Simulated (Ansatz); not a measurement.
Basis sets compared for the cluster Zn7Te6⁺. Charge 1, multiplicity 2. Geometry PBE-D4/def2-SVP. Ansatz on 2 threads of AMD EPYC 7R13 on a shared host and a share (18 GiB) of an NVIDIA H100 80GB HBM3; times are rough, and most runs start from earlier orbitals.

```csv
atom,x (Å),y (Å),z (Å)
Zn1,-4.779,0.349,2.680
Zn2,0.066,-1.920,-0.433
Zn3,-1.254,0.736,0.928
Zn4,1.485,0.147,1.131
Zn5,0.747,2.962,-0.681
Zn6,0.664,-0.685,-2.990
Zn7,0.993,1.705,-2.661
Te8,0.497,2.491,1.845
Te9,2.980,-0.049,-1.027
Te10,-1.610,-0.227,-1.540
Te11,2.170,-2.601,-1.970
Te12,0.399,-2.030,2.127
Te13,-2.359,-0.878,2.592
```

In the def2 sets Te takes a core potential; there is no spin–orbit coupling. Single mean-field runs in def2-TZVP are fitted with def2-universal-jkfit. Another isomer (doublet) lies 2.64 eV lower at PBE0-D4/def2-TZVP; other spin states weren't run for this one.

```tsv
level	functions	energy (Eh)	HOMO (eV)	LUMO (eV)	wall time
PBE-D4/def2-SVP	373	-14060.4402	-7.80	-7.41	7 s
PBE0-D4/def2-SVP	373	-14060.7236	-8.64	-6.93	11 s
```

Q: Estimate the rows for PBE-D4/def2-TZVP (with forces), PBE0-D4/def2-TZVP.

A: 
```tsv
level	functions	energy (Eh)	HOMO (eV)	LUMO (eV)	wall time
PBE-D4/def2-TZVP (with forces)	636	-14062.3525	-7.94	-7.55	15 s
PBE0-D4/def2-TZVP	636	-14062.5668	-8.74	-6.99	14 s
```
